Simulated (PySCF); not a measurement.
C₂H₆O₂Si.

```xyz
11

Si    -0.0747    -1.7233     0.0000
O     -0.7331    -0.1330     0.0000
C      0.1593     0.8802     0.0000
C     -0.4977     2.2277     0.0000
O      1.3520     0.6722     0.0000
H      0.7238    -1.9579    -1.2308
H     -1.2900    -2.5783     0.0000
H      0.7238    -1.9579     1.2308
H      0.2622     3.0172     0.0000
H     -1.1472     2.3211    -0.8835
H     -1.1472     2.3211     0.8835
```

Coordinates come from a r2SCAN-D4/def2-SVP optimisation.

Level of theory: PBE0/pcSseg-1 (PySCF). Non-relativistic, no solvent.

Computed absolute GIAO shielding of each atom: isotropic value and principal components (ppm):
```csv
atom,σ(iso),σ11,σ22,σ33,span
Si1,385.7,350.8,354.8,451.4,100.6
O2,129.7,-25.3,185.0,229.5,254.8
C3,4.8,-96.8,37.4,73.8,170.6
C4,161.9,141.9,151.7,192.0,50.2
O5,-142.6,-400.4,-264.2,236.8,637.1
H6,26.4,23.4,24.8,31.0,7.6
H7,26.8,23.8,25.4,31.2,7.4
H8,26.4,23.4,24.8,31.0,7.6
H9,29.5,25.4,27.9,35.1,9.7
H10,29.0,25.5,28.0,33.5,8.0
H11,29.0,25.5,28.0,33.5,8.0
```
